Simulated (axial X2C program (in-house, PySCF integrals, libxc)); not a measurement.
**LiRe⁺: cheaper levels and CCSD(T), two-component**

Computed with an in-house relativistic program for diatomic molecules. Two-component (2c) means X2C with spin–orbit coupling and atomic mean-field two-electron Coulomb and Gaunt terms. Basis: Re dyall-cv3z [13s14p9d7f4g], Li dyall-cv3z [7s8p2d] (cores contracted in-house); Gaussian nuclei, density fitting, unrestricted open shells. Masses: Re 186.956 u, Li 7.016 u.

State: Ω = 5/2 (⟨Sz⟩ = 2.47, ⟨Lz⟩ = 0.03 at HF); fragments Re + Li+.

```json
{"level": "PBE0", "Re (Å)": "2.834", "ωe (cm⁻¹)": "275.9", "De (eV)": "1.02"}
{"level": "HF", "Re (Å)": "3.135", "ωe (cm⁻¹)": "211.7", "De (eV)": "1.05"}
{"level": "CCSD", "Re (Å)": "2.890", "ωe (cm⁻¹)": "264.3", "De (eV)": "0.763"}
{"level": "BP86", "Re (Å)": "2.828", "ωe (cm⁻¹)": "273.3", "De (eV)": "0.927"}
```

Correlated methods: 7 electrons correlated (number of frozen shells: Re 5 s, 4 p, 2 d, 1 f; Li 1 s), 289 virtual spin orbitals or spinors in MP2, 83 natural virtuals in coupled cluster.

CCSD(T), same Hamiltonian and basis:

Re = 2.877 Å, ωe = 268.8 cm⁻¹, De = 0.74 eV; T1 = 0.058 (Lee–Taylor normalisation).

**Question.** Give the differences from CCSD(T) in the columns below.

**Answer.** 

```
level  ΔRe (Å)  Δωe (cm⁻¹)  ΔDe (eV)
 PBE0   -0.043         7.1      0.28
   HF    0.258       -57.1      0.31
 CCSD    0.013        -4.5      0.02
 BP86   -0.049         4.5      0.19
```

The state is one determinant whose occupation by symmetry is held fixed; it was picked as the lowest of a PBE0 search that is not exhaustive. Dissociation energies refer to the lowest single-determinant-based atoms at the same level and basis. Density functionals use the spin component along the axis (collinear). CCSD and (T) use frozen natural virtuals with an MP2 correction for the truncation; (T) itself is uncorrected, so its De runs slightly low. With several unpaired electrons one determinant need not be a pure state. This is the top spin component of a Σ state; components of lower Ω are not single determinants and can lie lower. The determinant is spin-polarised beyond a pure state at some levels (its spin-free form has ⟨S²⟩ too high), which makes Re and μ there less reliable. The T1 diagnostic is large, a sign of multireference character.
